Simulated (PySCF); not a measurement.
Calculation: CAM-B3LYP-D3(BJ)/def2-TZVP (PySCF 2.14.0). Gas-phase values, no solvent. Excitations are Tamm–Dancoff values on a coarser integration grid. The basis has no diffuse functions, so Rydberg states are missing or too high.

Reference species (SMILES): `C/C([SiH3])=C/Cl` (neutral, multiplicity 1).

* **dipole moment**: 1.79 D
* **T1 excitation (TDA)**: 3.98 eV
* **HOMO–LUMO gap**: 9.17 eV

After one change: the dipole moment goes up by 0.28 D; the T1 excitation (TDA) falls by 0.07 eV; the HOMO–LUMO gap falls by 0.13 eV.

### Question
Which change was made? The new species is one of these.
A) `C/C(Cl)=C\[SiH3]`
B) `C/C=C(/[SiH3])Cl`
C) `C/C([SiH3])=C\Cl`
D) `C/C=C(\[SiH3])Cl`

### Answer
D, `C/C=C(\[SiH3])Cl`
